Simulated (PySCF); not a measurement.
Compound: trans-Hf(NH3)2F4 (singlet state).
Bonds: Hf1–N2, Hf1–N6, Hf1–F10, Hf1–F11, Hf1–F12, Hf1–F13. Hydrogens: H3, H4, H5 on N2; H7, H8, H9 on N6.

The calculation used PBE0-D3(BJ)/def2-SVP geometry optimisation, gas phase, def2 core potentials past Kr (PySCF 2.14.0).

Question: Give the optimised bond lengths and angles.

Answer: 
| bond | length (Å) |
| --- | --- |
| Hf1–N2, Hf1–N6 | 2.376 |
| Hf1–F10 and 3 like bonds | 1.959 |
| N2–H3 and 5 like bonds | 1.021 |

Bonds in one row agree within 0.01 Å and their mean is given. A selection of angles:
| angle | degrees |
| --- | --- |
| N2–Hf1–N6 | 165.3 |
| N2–Hf1–F10 | 76.1 |
| N2–Hf1–F12 | 105.5 |
| N2–Hf1–F13 | 104.1 |
| N6–Hf1–F10 | 118.6 |
| N6–Hf1–F11 | 89.6 |
| F10–Hf1–F11 | 151.8 |
| F10–Hf1–F12 | 91.4 |
| F11–Hf1–F12 | 95.3 |
| F12–Hf1–F13 | 150.1 |
| Hf1–N2–H3 | 111.9 |
| Hf1–N2–H4 | 110.3 |
| H3–N2–H4 | 108.4 |
| H3–N2–H5 | 106.2 |
| Hf1–N6–H7 | 113.6 |
| Hf1–N6–H8 | 106.0 |
| H7–N6–H9 | 109.4 |

N2 (nitrogen bonded to Hf and 3 H) is tetrahedral (angles from 106.2° to 111.9°). Hf1 (hafnium bonded to 4 F and 2 N) has the three widest angles are 165.3°, 151.8° and 150.1°, the others run from 75.7° to 118.6°.

Point group: near Cs, missed by 0.09 Å at most; the miss may be what the optimiser left on a soft mode. Whether it is a minimum is left open (no frequencies).
